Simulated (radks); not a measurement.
Problem. Radial electron density D(r) = 4 pi r^2 rho(r) of an atom or ion with 68 electrons. Method: Dirac Kohn-Sham, exchange-only LDA, spin-unpolarised, spherical densities, finite nucleus; Fermi nuclear charge, rms radius of each element as measured or else 0.836 A^(1/3) + 0.57 fm; computed with a radial shooting solver on a logarithmic mesh with Libxc functionals.

```
   r/bohr * D(r) (the largest magnitude, 117, reaches the edge; | marks zero)
 0.001028 |  *
 0.001427 |   *
 0.001981 |      *
  0.00275 |           *
 0.003817 |                 *
 0.005299 |                         *
 0.007415 |                                 *
  0.01029 |                                         *
  0.01429 |                                           *
  0.01984 |                                         *
  0.02754 |                                      *
  0.03823 |                                           *
  0.05307 |                                                      *
  0.07367 |                                                      *
   0.1023 |                                            *
    0.142 |                                              *
   0.1971 |                                                *
   0.2736 |                             *
   0.3828 |                        *
   0.5314 |                          *
   0.7377 |              *
    1.024 |       *
    1.422 |   *
    1.973 | *
     2.74 |*
    3.803 *
    5.279 *
    7.329 *
    10.17 *
    14.12 *
```

What is the nuclear charge?

Solution. Z = 68. The innermost maximum, from 1s, lies near gamma/Z bohr with gamma = sqrt(1 - (Z/c)^2) = 0.868, here 0.0128 bohr (found: 0.0141), and its height grows with Z. The density is that of neutral erbium in [Xe] 4f12 6s2; the configuration itself is not fixed sharply by these data, and Z only to a few units. D(r) has 4 maxima, at r = 0.0141, 0.0628, 0.175, 0.475 bohr, and minima at 0.0273, 0.114, 0.337 bohr, inside which lie 2.02, 11.17, 29.56 electrons.
